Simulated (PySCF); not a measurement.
Excitations are Tamm–Dancoff values on a coarser integration grid. The basis has no diffuse functions, so Rydberg states are missing or too high.

Cartesian coordinates (Å):
```xyz
10

C     -0.6819    -0.4146    -1.2158
C     -0.5805     0.5483    -0.0657
Si     0.5243     0.5858     1.2216
O      1.7651    -0.4518     1.5034
H     -0.5767     0.0935    -2.1796
H      0.0876    -1.1897    -1.1792
H     -1.6496    -0.9259    -1.2296
H     -1.3173     1.3472    -0.0369
H      0.5245     1.5832     2.2952
H      1.9044    -1.1760     0.8866
```
Charge 0, spin multiplicity 1.

### Question
Give the dipole moment, brightest of the four lowest singlets (TDA), S1 excitation (TDA), LUMO and S1 oscillator strength at the level PySCF with PBE-D3(BJ)/def2-TZVP // B3LYP-D3(BJ)/def2-TZVP.

### Answer

```json
{
 "dipole_moment": "1.06 D",
 "brightest of the four lowest singlets (TDA)": "5.41 eV",
 "S1 excitation (TDA)": "4.02 eV",
 "LUMO": "-0.98 eV",
 "S1 oscillator strength": "0.008"
}
```
